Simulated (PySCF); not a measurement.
Species: [SnCl3]- (charge -1).
Geometry (PBE0-D3(BJ)/def2-SVP, Å), atoms numbered from 1 in this order:
```xyz
4
SnCl3 angstrom
Sn     0.0299    0.0076    0.9199
Cl     2.1524   -0.0315   -0.3825
Cl    -1.0785    1.8830   -0.2756
Cl    -1.1038   -1.8592   -0.2618
```

Computed at PBE0/pcSseg-1 (def2-TZVP on Sn) (PySCF, non-relativistic but for the core potentials past Kr), with Q(35Cl) = −0.0817 b: Cl2, 35Cl (I = 3/2): χzz = -27.50 MHz, η = 0.039.

Q: Find the zero-field quadrupole resonance frequencies of 35Cl at Cl2.

A: From ν = (|χ|/2)√(1 + η²/3): ν = 13.75 MHz (chlorine bonded to Sn). For 37Cl the ratio of quadrupole moments, 0.7881, gives 10.84 MHz.

Q: Apply the simplest Townes–Dailey estimate (no s hybridisation, no π bonding), ionic character = 1 − χzz/χ0, where χ0 is the coupling for one missing p electron along the bond: −109.74 MHz for 35Cl.

A: Cl2 on Sn1: 1 − (-27.50)/(-109.74) = 0.75. In this model a purely covalent bond gives χ0 and a free halide ion gives zero; s hybridisation or π bonding, where present, is counted here as ionic character.

In a crystal, neighbours and librations shift these lines. Isolated species at its PBE0-D3(BJ)/def2-SVP geometry, gas phase. Atoms past krypton carry effective core potentials; spin–orbit coupling is left out. The pcSseg-1 basis has no diffuse functions, a weakness for an anion. The small basis limits the accuracy of the gradients.

The run behind these numbers computed NMR shieldings as well. On Arm Neoverse V1, one thread, no GPU (shared host), this took 6.3 s of wall time.
